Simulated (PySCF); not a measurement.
Xenon: a sound run and one with changed settings

Sound run: Xe [Xe], Xe⁺ [Kr] 4d10 5s2 5p5. All numbers are calculated (PySCF 2.14, a scalar-relativistic core potential, in aug-cc-pVDZ-PP with ECP28MDF). The sound run starts from symmetry-adapted Hartree-Fock orbitals and uses a fine grid where one is needed.

A second run was set up differently.

```tsv
species	method	sound run (hartree)	changed run (hartree)	converged
Xe	UHF	-328.29172	-328.29172	yes
Xe	PBE0	-329.37099	-329.32792	yes
Xe	M06-2X	-329.28658	-329.39681	yes
Xe⁺	UHF	-327.86572	-327.86572	yes
Xe⁺	PBE0	-328.91222	-328.86812	yes
Xe⁺	M06-2X	-328.83192	-328.93271	yes
```

Ionisation energy of Xe:

| method | sound run (eV) | changed run (eV) |
| --- | --- | --- |
| UHF | 11.592 | 11.592 |
| PBE0 | 12.484 | 12.512 |
| M06-2X | 12.372 | 12.629 |

(1) What was changed?
A. basis contracted for another Hamiltonian
B. too few SCF iterations
C. radial grid too coarse
D. minimal basis

Answers

(1) C. It used radial step 0.5 in ln r (0.13 in the sound run). A coarse radial grid mis-integrates the density and the exchange-correlation energy, with errors of either sign; Hartree-Fock needs no grid.
